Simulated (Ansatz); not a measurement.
Al₂Ga₅, relaxed as a doublet with UKS PBE-D4/def2-SVP in Ansatz, starting from packed atoms. Force threshold 0.03 eV/Å.

The structure comes from a short search, and lower isomers may exist.

Start:

```xyz
7

Al   -1.6633    0.8193    0.9017
Al    0.5499   -0.0889    0.4448
Ga   -0.4649    0.2012   -1.5862
Ga    0.3566    1.9111    1.9844
Ga   -1.5546   -1.2824   -0.0272
Ga    1.9669    0.7717   -1.1925
Ga    0.8093   -2.3320   -0.5251
```

Problem. Estimate the energy that the relaxation releases and the steps that it takes.

Solution. 79.1 kcal/mol, in 23 steps; 2.8 min on 6 threads of Intel Xeon on a shared host. No frequencies were taken in this run, so the end may be a saddle point.

Problem. Does the start keep its bonding and symmetry?

Solution. Bonds lost: Al1–Al2, Al2–Ga3, Al2–Ga5 (atoms count from 1). Bonds formed: Al1–Ga6, Ga4–Ga5 (atoms count from 1). Metal–metal contacts that move far: Ga3–Ga7 3.03 to 2.52 Å.

Problem. Predict the relaxed structure.

Solution. 
```xyz
7

Al   -1.1093    1.4805   -0.1507
Al    1.9386    0.1334    0.6820
Ga   -0.4539   -0.5278   -1.7235
Ga   -0.2449    0.4323    1.9714
Ga   -1.9574   -1.0834    0.5534
Ga    1.2194    1.5149   -1.3992
Ga    0.6074   -1.9500    0.0665
```
Bond lengths (bridged metal pairs left out): 7 × Al–Ga 2.52 to 2.79 Å; 5 × Ga–Ga 2.52 to 2.78 Å.
